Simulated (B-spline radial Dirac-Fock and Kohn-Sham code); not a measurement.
# X-ray form factors of copper in several charge states

Level of theory: relativistic Hartree-Fock (Dirac-Fock) wave functions, averaged over the configuration; a radial finite-basis atomic code.

Configurations: Cu [Ar] 3d10 4s1; Cu⁺ [Ar] 3d10; Cu²⁺ [Ar] 3d9. The first column is f₀ of Cu, the others are differences from it.

```
s (Å⁻¹)      Cu   Δ Cu⁺  Δ Cu²⁺
      0  29.000  -1.000  -2.000
   0.05  28.448  -0.785  -1.722
    0.1  27.084  -0.374  -1.145
   0.15  25.370  -0.075  -0.637
    0.2  23.540  +0.054  -0.308
   0.25  21.688  +0.083  -0.122
    0.3  19.869  +0.070  -0.023
   0.35  18.133  +0.048  +0.024
    0.4  16.513  +0.027  +0.044
   0.45  15.034  +0.012  +0.048
    0.5  13.706  +0.003  +0.046
    0.6  11.507  -0.006  +0.033
    0.7   9.860  -0.006  +0.021
    0.8   8.663  -0.004  +0.011
    0.9   7.799  -0.002  +0.005
      1   7.166   0.000  +0.002
    1.1   6.681   0.000   0.000
    1.2   6.285   0.000   0.000
    1.4   5.618   0.000   0.000
    1.6   5.005  -0.001  +0.001
```

Values without a named source are computed, but for edge energies of neutral atoms, which are taken from tables.
